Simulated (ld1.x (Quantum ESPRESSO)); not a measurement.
## Before and after: TM potential for Rb

```json
{"Element": "Rb (Z = 37)", "Generator": "ld1.x (Quantum ESPRESSO) 7.5", "Type": "norm-conserving Troullier–Martins (Kleinman–Bylander form)", "Functional": "PBEsol", "Relativity": "scalar-relativistic", "Frozen core": "[Ar] 3d10", "Valence charge": "9", "Reference configuration": "4s2 4p6 5s1 5p0", "Partial waves": "4s (bound): rc 1.75 bohr; 4d channel at 0.45 Ry: rc 1.55 bohr; 4p (bound): rc 1.65 bohr", "Local potential": "the p channel", "Core correction": "none"}
```

Occupied shells without a wave of their own: 5s. They enter only through the test configuration that unscreens the potential.

All-electron outer shells of the reference configuration (PBEsol, scalar-relativistic, ld1.x):

```json
{"shell": "3p", "level (eV)": "-224.65", "outermost node (bohr)": "0.19", "outermost maximum (bohr)": "0.44"}
{"shell": "3d", "level (eV)": "-103.99", "outermost node (bohr)": "–", "outermost maximum (bohr)": "0.39"}
{"shell": "4s", "level (eV)": "-31.91", "outermost node (bohr)": "0.62", "outermost maximum (bohr)": "1.25"}
{"shell": "4p", "level (eV)": "-15.98", "outermost node (bohr)": "0.64", "outermost maximum (bohr)": "1.42"}
{"shell": "5s", "level (eV)": "-2.22", "outermost node (bohr)": "1.79", "outermost maximum (bohr)": "4.43"}
{"shell": "5p", "level (eV)": "-0.74", "outermost node (bohr)": "2.20", "outermost maximum (bohr)": "6.14"}
```

Change: all radii scaled by about 0.86 (s 1.50, p 1.42, d 1.32 bohr).

Cutoffs: the cutoffs (Ry, on a coarse ladder) from which the occupation-weighted sum of valence levels, in a spherical-Bessel basis at the reference potential, stays within 10 and 1 mRy of its value at 400 Ry; they do not see the model core or the augmentation charge, which bear on the density cutoff. Errors are all-electron minus pseudo energies relative to the spin-unpolarised reference configuration.

**Question.** What does the change do?

**Answer.** The potential gets harder (45 Ry and 80 Ry → 55 Ry and 90 Ry); both files keep a bound ghost (d); of the 5 tests that both files solve, the error grows in 1 and shrinks in 4 by more than 15 % and 0.3 meV (median size 7.4 → 2.8 meV). A smaller radius makes the pseudo-wave follow the all-electron one further in, where it bends more sharply, so more plane waves are needed.

```tsv
quantity	base	changed
cutoff, loose	45 Ry	55 Ry
cutoff, tight	80 Ry	90 Ry
loose cutoff by channel (10 mRy a level)	s 25 Ry, p 25 Ry	s 45 Ry, p 30 Ry
bound ghosts	d	d
error for 4s2 4p6 5s0 5p0, meV [ΔE 4.07 eV]	-20	+2.8
error for 4s2 4p6 5s0.5 5p0, meV [ΔE 1.56 eV]	-7.4	+1.1
error for 4s2 4p6 5s0 5p1, meV [ΔE 1.49 eV]	-11	+3.4
error for 4s2 4p5 5s1 5p0, meV [ΔE 21.15 eV]	+6.4	-3.7
error for 4s1 4p6 5s1 5p0, meV [ΔE 37.74 eV]	+0.1	-0.6
```

 A true bound ghost makes a file unfit for plane-wave use even where its test errors are small: the radial tests pick states by their node count and pass the ghost by.
